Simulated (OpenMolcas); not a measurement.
Cu⁵⁺.

- Program: OpenMolcas
- Method: CASSCF
- Basis: ANO-RCC-VDZP [5s4p2d1f]
- Scalar Hamiltonian: X2C, point nucleus
- Active space: 6 electrons in 5 orbitals (3d)
- State averaging: 2S+1 = 5 even, 5 roots; 2S+1 = 3 even, 45 roots (35 in the spin-orbit step); 2S+1 = 1 even, 50 roots (35 in the spin-orbit step)
- Spin-orbit coupling: RASSI with atomic mean-field integrals over the reference wave functions, term energies averaged over their components

Levels without dynamic correlation, in cm⁻¹ above 3d⁶ ⁵D₄:

```json
{"Level": "3d⁶ ³H₆", "E": "32932"}
{"Level": "3d⁶ ³P₂", "E": "35642"}
{"Level": "3d⁶ ³F₄", "E": "37548"}
{"Level": "3d⁶ ³G₅", "E": "41627"}
```

On this reference, SS-CASPT2, IPEA 0.25 Eh, imaginary shift 0.1 Eh (closed shells correlated: 3s 3p) puts 3d⁶ ³H₆ at 32440 cm⁻¹.

Estimate the other levels at that method by one scale factor, and say how well it serves.

The factor is 32440 / 32932 = 0.985. Scaled values beside those that SS-CASPT2 gives and measured ones (Sugar and Musgrove, J. Phys. Chem. Ref. Data 19, 527 (1990)):
| Level | Scaled | SS-CASPT2 | Miss (%) | Measured |
| --- | --- | --- | --- | --- |
| 3d⁶ ³P₂ | 35107 | 30060 | +16.8 | 29285 |
| 3d⁶ ³F₄ | 36985 | 34440 | +7.4 | 32756 |
| 3d⁶ ³G₅ | 41003 | 39860 | +2.9 | 37378 |
For these levels the scaled values miss SS-CASPT2 by up to 16.8 %, as correlation changes each term by its own factor, spin-orbit parts do not scale and CASPT2 has its own spread within terms. This holds within one configuration; levels of others move differently, and the target method has errors of its own against measurement.

CASPT2 breaks the degeneracy within a term, and the mean is taken; among the terms shown or strongly mixed into the levels shown the widest spread is 71 cm-1 (3d⁶ ³G, SS-CASPT2). Some high roots are left out of the spin-orbit mixing, which shifts the levels that they would mix with. The basis is small and was not contracted for so high a charge. Without dynamic correlation excited terms often stand tens of per cent too high (terms of higher spin than the ground term too low), and those without a measured partner can miss by more than the paired ones (holds for CASSCF). Computed and measured levels are paired by configuration, term and J; levels that our copy of the source lacks, or whose pairing is in doubt (as where it misses far off the trend of its configuration), stay unpaired and out of the deviations. Only configurations of the active space appear.
